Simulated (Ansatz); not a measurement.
The cluster Cd₂TeF₂. The state is a singlet with charge 0. Geometry relaxed at r2SCAN-D4/def2-SVP.

```xyz
5

Cd   -0.133   -1.703   -0.519
Cd    0.356    1.735    0.228
Te    1.272    0.179   -1.656
F    -0.324    2.898    1.623
F    -1.170   -3.108    0.324
```

In the def2 sets Cd, Te take a core potential; there is no spin–orbit coupling. The structure comes from a short search, and lower isomers may exist.

(1) Estimate the harmonic wavenumbers at RKS r2SCAN-D4/def2-SVP (Ansatz, unscaled). Is this a minimum?

Answers

(1) 36, 92, 92, 99, 105, 194, 206, 606, 611 cm⁻¹. Yes, no mode is imaginary beyond noise. Zero-point energy 12.2 kJ/mol. Hardware: 4 threads of Arm Neoverse V2 on a shared host. Wall time 57 s.
